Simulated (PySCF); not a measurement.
C2H7O, charge +1, singlet, geometry from GFN2-xTB; B3LYP/STO-3G run with PySCF.

The PySCF input:
```python
from pyscf import gto, scf, dft

mol = gto.M(
    atom='''
C    -0.00223143    1.21625181   -0.23715729
O     0.06253569   -0.00293426    0.54553241
C     0.01855330   -1.21299750   -0.25260614
H     0.03713273    2.06033938    0.44988519
H     0.87422661    1.24376925   -0.88384307
H    -0.90875310    1.26332016   -0.84164350
H     0.07242889   -2.06495723    0.42365030
H    -0.88709609   -1.26787824   -0.85774070
H     0.89528349   -1.21728810   -0.89949420
H    -0.68143921   -0.01335695    1.18350721
''',
    basis='sto-3g',
    charge=1,
    verbose=4,
    symmetry=True,
)

mf = dft.RKS(mol)
mf.xc = 'b3lyp'
mf.irrep_nelec = {"A'": 14, 'A"': 12}
mf.kernel()
mf.analyze()
```

Problem. What does PySCF print? Leave out banner, timings and long lists.

Solution. 
```
PySCF version 2.14.0

[INPUT] verbose = 4
[INPUT] num. atoms = 10
[INPUT] num. electrons = 26
[INPUT] charge = 1
[INPUT] spin (= nelec alpha-beta = 2S) = 0
[INPUT] symmetry True subgroup None
[INPUT] Mole.unit = angstrom
[INPUT] Symbol           X                Y                Z      unit          X                Y                Z       unit  Magmom
[...]
nuclear repulsion = 91.1915368193029
point group symmetry = Cs
symmetry origin: [ 4.19939138e-09  3.49949278e-09 -4.89928994e-09]
symmetry axis x: [0.99157272 0.00766148 0.12932454]
symmetry axis y: [-0.12926848 -0.00741201  0.99158193]
symmetry axis z: [ 0.00855554 -0.99994318 -0.00635916]
num. orbitals of irrep A' = 13
num. orbitals of irrep A" = 9
number of shells = 16
number of NR pGTOs = 66
number of NR cGTOs = 22
basis = sto-3g
ecp = {}

******** <class 'pyscf.dft.rks_symm.SymAdaptedRKS'> ********
method = SymAdaptedRKS
initial guess = minao
damping factor = 0
level_shift factor = 0
DIIS = <class 'pyscf.scf.diis.CDIIS'>
diis_start_cycle = 1
diis_space = 8
diis_damp = 0
SCF conv_tol = 1e-09
SCF conv_tol_grad = None
SCF max_cycles = 50
direct_scf = True
direct_scf_tol = 1e-13
XC library pyscf.dft.libxc version 7.1.2
    S. Lehtola, C. Steigemann, M. J. T. Oliveira, and M. A. L. Marques,  SoftwareX 7, 1–5 (2018)
XC functionals = b3lyp
    P. J. Stephens, F. J. Devlin, C. F. Chabalowski, and M. J. Frisch,  J. Phys. Chem. 98, 11623 (1994)
radial grids:
    Treutler-Ahlrichs [JCP 102, 346 (1995); DOI:10.1063/1.469408] (M4) radial grids

becke partition: Becke, JCP 88, 2547 (1988); DOI:10.1063/1.454033
pruning grids: <function nwchem_prune>
grids dens level: 3
symmetrized grids: True
atomic radii adjust function: <function treutler_atomic_radii_adjust>
small_rho_cutoff = 0
Freeze 26 electrons in irreps ["A'", 'A"']
    0 free electrons in irreps
Set gradient conv threshold to 3.16228e-05
Initial guess from minao.
tot grids = 110976
init E= -153.85739160527
HOMO (A") = 0.216213535678697  LUMO (A') = -0.336146949775238  gap/eV = -15.03049

WARN: A' LUMO -0.336146949775238 < system HOMO 0.216213535678697

WARN: A" HOMO 0.216213535678697 > system LUMO -0.336146949775238

cycle= 1 E= -152.325813690028  delta_E= 1.53  |g|= 0.205  |ddm|= 4.65
HOMO (A") = 0.0367404726792164  LUMO (A') = -0.471340364144452  gap/eV = -13.82558

WARN: A' LUMO -0.471340364144452 < system HOMO 0.0367404726792164

WARN: A" HOMO 0.0367404726792164 > system LUMO -0.471340364144452

cycle= 2 E= -152.327506473858  delta_E= -0.00169  |g|= 0.214  |ddm|= 0.688
HOMO (A") = -0.0086593494631132  LUMO (A') = -0.507234026118127  gap/eV = -13.56691

WARN: A' LUMO -0.507234026118127 < system HOMO -0.0086593494631132

WARN: A" HOMO -0.0086593494631132 > system LUMO -0.507234026118127

cycle= 3 E= -152.334852194858  delta_E= -0.00735  |g|= 0.157  |ddm|= 0.476
HOMO (A") = -0.00295702422713728  LUMO (A') = -0.497042302025519  gap/eV = -13.44475

WARN: A' LUMO -0.497042302025519 < system HOMO -0.00295702422713728

WARN: A" HOMO -0.00295702422713728 > system LUMO -0.497042302025519

cycle= 4 E= -152.344234032099  delta_E= -0.00938  |g|= 0.00783  |ddm|= 0.214
HOMO (A") = -0.00129045812875828  LUMO (A') = -0.495965270353177  gap/eV = -13.46079

WARN: A' LUMO -0.495965270353177 < system HOMO -0.00129045812875828

WARN: A" HOMO -0.00129045812875828 > system LUMO -0.495965270353177

cycle= 5 E= -152.344259303986  delta_E= -2.53e-05  |g|= 0.00302  |ddm|= 0.0172
HOMO (A") = -0.00187425249155143  LUMO (A') = -0.496359023859129  gap/eV = -13.45562

WARN: A' LUMO -0.496359023859129 < system HOMO -0.00187425249155143

WARN: A" HOMO -0.00187425249155143 > system LUMO -0.496359023859129

cycle= 6 E= -152.344264311184  delta_E= -5.01e-06  |g|= 0.000941  |ddm|= 0.00824
HOMO (A") = -0.00185696789002571  LUMO (A') = -0.496345627302398  gap/eV = -13.45572

WARN: A' LUMO -0.496345627302398 < system HOMO -0.00185696789002571

WARN: A" HOMO -0.00185696789002571 > system LUMO -0.496345627302398

cycle= 7 E= -152.344265186322  delta_E= -8.75e-07  |g|= 0.000202  |ddm|= 0.00436
HOMO (A") = -0.00187601449742358  LUMO (A') = -0.49636128549095  gap/eV = -13.45563

WARN: A' LUMO -0.49636128549095 < system HOMO -0.00187601449742358

WARN: A" HOMO -0.00187601449742358 > system LUMO -0.49636128549095

cycle= 8 E= -152.344265255734  delta_E= -6.94e-08  |g|= 2.52e-05  |ddm|= 0.0017
HOMO (A") = -0.00187506128320919  LUMO (A') = -0.496359491354114  gap/eV = -13.45561

WARN: A' LUMO -0.496359491354114 < system HOMO -0.00187506128320919

WARN: A" HOMO -0.00187506128320919 > system LUMO -0.496359491354114

cycle= 9 E= -152.344265256164  delta_E= -4.31e-10  |g|= 2.38e-06  |ddm|= 9.62e-05
HOMO (A") = -0.00187443964713457  LUMO (A') = -0.496358972568974  gap/eV = -13.45561

WARN: A' LUMO -0.496358972568974 < system HOMO -0.00187443964713457

WARN: A" HOMO -0.00187443964713457 > system LUMO -0.496358972568974

Extra cycle  E= -152.344265256165  delta_E= -6.82e-13  |g|= 3.4e-06  |ddm|= 1.17e-05
converged SCF energy = -152.344265256165
**** SCF Summaries ****
Total Energy =                        -152.344265256165102
Nuclear Repulsion Energy =              91.191536819302868
One-electron Energy =                 -380.729001416896949
Two-electron Energy =                  137.193199341428965
Two-electron Coulomb Energy =          158.875939668495022
DFT Exchange-Correlation Energy =      -21.682740327066064
HOMO-LUMO gap [eV] =                   -13.455609506255561
Wave-function symmetry = A'
occupancy for each irrep:     A'   A"
                               7    6
**** MO energy ****
[...]
 ** Mulliken pop on meta-lowdin orthogonal AOs  **
 ** Mulliken pop  **
[...]
 ** Mulliken atomic charges  **
charge of    0C =     -0.22589
charge of    1O =      0.38652
charge of    2C =     -0.22589
charge of    3H =      0.07974
charge of    4H =      0.10524
charge of    5H =      0.20251
charge of    6H =      0.07974
charge of    7H =      0.20251
charge of    8H =      0.10524
charge of    9H =      0.29028

WARN: System has nonzero charge 1; the dipole moment is origin-dependent.
Location of origin: [0. 0. 0.]

Dipole moment(X, Y, Z, Debye): -1.72077, -0.01980,  0.79852
```
